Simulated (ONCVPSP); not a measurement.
## indium (In), ONCV: configuration errors across variants

In, optimised norm-conserving Vanderbilt (ONCV), made with ONCVPSP 4.0.1 (PBE, fully relativistic). Core [Ar] 3d10, reference 4s2 4p6 4d10 5s2 5p1. Waves: 4s+5s: rc 1.25 bohr, ncon 3, nbas 6, qcut 7.9 1/bohr, 2 projectors; 4p+5p: rc 1.45 bohr, ncon 4, nbas 7, qcut 8.2 1/bohr, 2 projectors; 4d: rc 1.40 bohr, ncon 5, nbas 10, qcut 10.7 1/bohr, 2 projectors, debl 2.2 Ha. Local part: polynomial inside 1.15 bohr (lpopt 4, dvloc0 0 Ha). Core correction: Teter function, fcfact 3.75, rcfact 1.3.

Open shells are filled in proportion to 2j + 1.

All-electron excitation energies from the reference (eV): (1) 4s2 4p6 4d10 5s2 5p0 5.374; (2) 4s2 4p6 4d10 5s1 5p0 24.610; (3) 4s2 4p6 4d10 5s2 5p0.5 1.945.

Errors AE − PS in meV (a dash: test not solved or not reliable):

```csv
change,(1),(2),(3),bound ghosts,GHOST(+) flags above zero
base,+0.2,-0.2,+0.1,none,none
p: qcut 4.8,+0.2,-0.2,+0.1,none,none
p: qcut 5.9,+0.6,+0.2,+0.3,none,p3/2
p: qcut 6.6,+0.2,-0.2,+0.1,none,none
p: qcut 7.6,+0.2,-0.2,+0.1,none,none
p: qcut 8.4,+0.2,-0.2,+0.1,none,none
p: qcut 9.2,+0.2,-0.2,+0.1,none,none
p: qcut 9.8,+0.2,-0.2,+0.1,none,none
p: qcut 10.7,+0.2,-0.2,+0.1,none,none
p: qcut 11.4,+0.3,-0.1,+0.1,none,none
```

Task: Give the same row for: p: qcut 12.2.

Result: -0.2, -0.7, -0.1; bound ghosts: none; GHOST(+) flags above zero: none.
